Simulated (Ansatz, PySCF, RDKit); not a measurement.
Complex: PH3 (SMILES P) (first 4 atoms) with H2 (SMILES [H][H]); geometry from B3LYP-D3(BJ)/def2-TZVP.
(charge 0, multiplicity 1):
```csv
atom,x (Å),y (Å),z (Å)
P,-0.1717,0.1568,-0.1407
H,-1.4919,-0.1172,0.2992
H,-0.4900,-0.0507,-1.5078
H,0.2610,-1.1800,0.0525
H,0.0829,-0.2680,3.5127
H,0.3082,0.2220,2.9995
```

Monomers are frozen at their geometry in the pair; levels with a basis set take the counterpoise correction. RDKit's UFF carries no charges.

Frozen-core correlation. CBS: X⁻³ extrapolation of the correlation energy, Hartree–Fock from the larger set. Rows in 6-31G* carry no dispersion term and start afresh at each structure (6-31G* with six Cartesian d functions).

Programs: Ansatz (a program for electronic structure); PySCF for 6-31G* rows; RDKit for the force fields. Each number belongs to the level named beside it.

The comparison value is -0.36 kcal/mol (CCSD(T)/CBS(aug-cc-pV(T+d)Z, aug-cc-pV(Q+d)Z)). It is a level with limits of its own, not the exact answer.

Order these levels by how close they come to the comparison value for the interaction energy, closest first: r2SCAN/def2-TZVPPD, UFF, HF/6-31G*. Give each level's value less the comparison value.

UFF (0.08 kcal/mol), r2SCAN/def2-TZVPPD (0.27 kcal/mol), HF/6-31G* (0.68 kcal/mol)
